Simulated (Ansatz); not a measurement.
**Breaking a bond in AgH (SMILES [AgH])**

AgH: 2 atoms, total charge 0, spin state singlet. As SMILES, `[AgH]`. Geometry: the measured bond length.

```csv
atom,x (Å),y (Å),z (Å)
Ag,0.0000,0.0000,0.0000
H,0.0000,0.0000,1.6181
```

The Ag1–H2 distance is scanned; the parts on either side stay rigid. Basis STO-3G, 14 core orbitals frozen in the correlated methods; program Ansatz 0.2.0. FCI is exact within this basis and core. Energies in eV from each method's value at 1.618 Å; methods without a U are spin-restricted; a dash marks a point that is missing or didn't converge. The shape above is that at 1.618 Å.

| distance (Å) | HF | BHLYP | r2SCAN0 | CAM-B3LYP | wB97M-V | CCSDT | FCI |
| --- | --- | --- | --- | --- | --- | --- | --- |
| 1.618 | 0.00 | 0.00 | 0.00 | 0.00 | 0.00 | 0.00 | 0.00 |
| 2.023 | 1.61 | 1.60 | 1.54 | 1.54 | 1.51 | 0.80 | 0.81 |
| 2.427 | 3.58 | 3.42 | 3.27 | 3.32 | 3.28 | 1.67 | 1.74 |
| 3.236 | 7.16 | 6.37 | 5.93 | 6.19 | 6.24 | 2.13 | 2.27 |
| 4.045 | 9.19 | 7.71 | 6.99 | 7.51 | – | 2.25 | 2.28 |

Departure from the FCI curve at its largest: HF +6.91 eV at 4.04 Å; BHLYP +5.43 eV at 4.04 Å; r2SCAN0 +4.71 eV at 4.04 Å; CAM-B3LYP +5.23 eV at 4.04 Å; wB97M-V +3.97 eV at 3.24 Å; CCSDT -0.14 eV at 3.24 Å. Restricted functionals keep the electrons paired too, and rise too high. Restricted Hartree–Fock keeps the electrons paired, so it rises far too high as the bond breaks.
